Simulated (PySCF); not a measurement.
BeBrHS. Atoms are numbered in the order given.

```xyz
4

Be    -0.0285    -0.6466     0.0000
Br     0.0022     1.3111     0.0000
S     -0.0770    -2.5432     0.0000
H      1.2677    -2.6087     0.0000
```
Charge 0, spin multiplicity 1.

Coordinates come from a PBE0-D3(BJ)/def2-TZVP optimisation. One conformer was computed; it need not be the lowest.

All values below come from IEF-PCM-ωB97X/def2-SVP (PySCF 2.14.0).

The values are the electrostatic part of the solvation free energy, E(continuum) − E(gas) at the gas-phase geometry, in a cavity of scaled van der Waals radii (PySCF's table); cavitation and dispersion terms are not included. A continuum can't describe solvent molecules that bind to the metal. In vacuum the orbital gap is 11.55 eV. The dipole moment in vacuum is 1.00 D.

```
solvent            ε  ΔG(elec) (kcal/mol)  dipole (D)  gap (eV)
-------------  -----  -------------------  ----------  --------
water          78.36                 -6.6        1.35     11.90
cyclohexanone  15.62                 -6.0        1.32     11.87
n-hexane        1.88                 -2.2        1.12     11.67
```
